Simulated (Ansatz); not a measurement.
Consider the cleavage of the Si–P bond: `P[SiH2]Cl` + `C[SiH2]N` → `C[SiH2]N[SiH2]Cl` + PH₃.

Program: Ansatz. Geometries: PBE0-D4/def2-TZVP. ΔE: electronic, gas phase. CCSD(T)/CBS adds triple-zeta CCSD(T) − MP2 to the extrapolated MP2 energy (def2 sets, frozen cores). This one scheme is used for every species. DFT in def2-TZVPP. HSE06 is defined as in plane-wave codes. One conformer a species, not always the lowest.

`P[SiH2]Cl`:

Cartesian coordinates in Å:
```
P -1.266 -0.487 -0.710
Si 0.677 0.358 0.033
Cl 0.471 2.401 0.179
H -1.886 -0.379 0.564
H -0.825 -1.820 -0.475
H 1.739 0.066 -0.959
H 1.089 -0.138 1.368
```

`C[SiH2]N`:

Z-matrix (Å, degrees):
```
C
Si 1 1.871
H 1 1.093 2 111.2
H 1 1.094 2 110.5 3 119.8
H 1 1.093 2 111.2 3 -120.4
N 2 1.720 1 116.4 3 60.2
H 2 1.489 1 108.4 3 -179.4
H 2 1.489 1 108.4 3 -60.3
H 6 1.007 2 120.7 1 73.7
H 6 1.007 2 120.7 1 -73.5
```

`C[SiH2]N[SiH2]Cl`:

Cartesian coordinates in Å:
```
C 0.724 1.164 1.564
Si 0.618 -0.532 0.799
N 0.335 -0.491 -0.917
Si -1.168 -0.609 -1.714
Cl -2.238 1.163 -1.693
H 0.888 1.091 2.643
H -0.200 1.721 1.392
H 1.551 1.737 1.138
H 1.884 -1.272 1.055
H -0.527 -1.287 1.374
H 1.099 -0.151 -1.484
H -0.951 -0.937 -3.140
H -2.014 -1.599 -1.017
```

PH₃:

Z-matrix (Å, degrees):
```
P
H 1 1.420
H 1 1.420 2 93.1
H 1 1.420 2 93.1 3 93.3
```

| level | ΔE (kcal/mol) |
| --- | --- |
| HSE06-D4 | -11.5 |
| CAM-B3LYP-D4 | -15.0 |
| ωB97M-V | -14.1 |
| PBE | -9.7 |

Problem. What does CCSD(T)/CBS give? (Best estimate.)

Solution. Ansatz gave: -13.7 kcal/mol. The listed levels differ from it by 2.2, -1.3, -0.4, 4.0 kcal/mol.

Problem. What do rigid-rotor, harmonic-oscillator terms from PBE0-D4/def2-TZVP frequencies (298.15 K, 1 bar) make of the CCSD(T)/CBS value? (Best estimate.)

Solution. Ansatz gave: ΔZPE = -1.2 kcal/mol, ΔH = -14.7 kcal/mol, ΔS = -16 J/(mol·K), ΔG = -13.5 kcal/mol. Modes under 50 cm⁻¹ make the entropy rough.

Largest T1 diagnostic among the species: 0.013.

At CCSD(T), def2-SVP lies −2.7 kcal/mol from the extrapolated value and def2-TZVPP −0.9 kcal/mol. From PBE to PBE0 (25 % exact exchange), in def2-TZVPP and without D4, ΔE moves by −1.0 kcal/mol.
